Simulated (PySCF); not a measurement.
**Low-lying terms of Kr (krypton, neutral)**

Ground state [Kr], ¹S. All numbers are calculated (PySCF 2.14, a scalar-relativistic core potential, in aug-cc-pVTZ-PP with one added diffuse shell each of s, d, f type with ECP10MDF (7s5p5d3f, 68 functions)). Vertical excitation energies in eV without spin-orbit coupling; excited terms of each kind are numbered among those the solver found. Frozen: 3s2 3p6.

```tsv
term	leading excitation	EOM-EE-CCSD
1 3P°	4p → s	9.940
1 1P°	4p → s	10.161
1 3S	4p → p	11.645
1 3D	4p → p	12.017
1 1D	4p → p	12.135
1 1P	4p → p	12.241
1 3P	4p → p	12.246
2 3P°	4p → d	12.268
1 3F°	4p → d	12.518
1 1F°	4p → d	12.753
1 1S	4p → p	12.837
1 1D°	4p → d	12.840
```

Only the lower part of the computed list is shown. The solver can miss terms. Rydberg members are limited by the diffuse functions of the basis.
